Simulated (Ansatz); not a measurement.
A CCSD(T) single point on F₂GeH₂S₂ (`[F][Ge]([F])([SH])[SH]`).

```yaml
crystal:
  periodic: [false, false, false]
  atoms:
    - {symbol: F, position_ang: [1.043795, -1.520551, 1.071062]}
    - {symbol: Ge, position_ang: [0.210712, -0.388157, 0.080465]}
    - {symbol: F, position_ang: [-0.990809, -1.350665, -0.695574]}
    - {symbol: S, position_ang: [-0.844107, 1.137551, 1.236381]}
    - {symbol: S, position_ang: [1.714279, 0.386174, -1.296829]}
    - {symbol: H, position_ang: [-1.936528, 0.359003, 1.340181]}
    - {symbol: H, position_ang: [0.863958, 1.308546, -1.781385]}
basis:
  gaussian: {orbitals: def2-SVP}
correlation: {method: ccsd_t}
```

```sh
$ ansatz run in.yaml --threads 4 --pin off --events-out ev --progress --plain
```

Log, shortened:

```
Functional definition: HF
991 factors; integrals over basis functions are off by at most 1.3e-3 eV
mean field evaluation 1: about -83533.7232 eV, gradient 3.9e1 eV
mean field evaluation 2: about -83533.7609 eV, gradient 3.9e1 eV
mean field evaluation 4: about -83536.9084 eV, gradient 2.7e0 eV
mean field evaluation 8: about -83536.9481 eV, gradient 2.1e-1 eV
mean field evaluation 16: about -83536.8548 eV, gradient 2.7e0 eV
mean field -83536.94833511 eV, -3069.9262279380 hartree, gradient 9.5e-6 eV, S^2 0.000000; 0 other end points of the search recorded, 0 dependent functions left out
21 core orbitals not correlated: weight in the atoms' cores, before any rotation towards them, 1.000 or more for the frozen orbitals, at most 0.000 for the correlated occupied ones
reference -83536.94833511 eV, -3069.9262279380 hartree; 21, 21 occupied and 64, 64 virtual orbitals, 991 factors
second order -23.27922260 eV of doubles, -0.00000000 eV of singles
cycle   1  -23.29993487 eV  change   -2.1e-2 eV  update   1.1e-1
cycle   2  -23.86692395 eV  change   -5.7e-1 eV  update   3.4e-2
cycle   3  -23.99541016 eV  change   -1.3e-1 eV  update   1.7e-2
cycle   4  -23.98750935 eV  change    7.9e-3 eV  update   3.3e-3
cycle   5  -23.98552648 eV  change    2.0e-3 eV  update   1.3e-3
cycle   6  -23.98561473 eV  change   -8.8e-5 eV  update   3.8e-4
cycle   7  -23.98534790 eV  change    2.7e-4 eV  update   1.3e-4
cycle   8  -23.98528641 eV  change    6.1e-5 eV  update   4.0e-5
cycle   9  -23.98530173 eV  change   -1.5e-5 eV  update   1.5e-5
perturbative correction -0.57299980 eV, -0.0210573543 hartree
Total energy: -83561.50663664 eV, -3070.8287288729 hartree
```

Run time 6 s (4 threads of a server CPU on a shared host); peak host memory 0.45 GiB.

The correlation energy is -24.558 eV, 2.3 % of it from (T); the T1 diagnostic reads 0.0116.
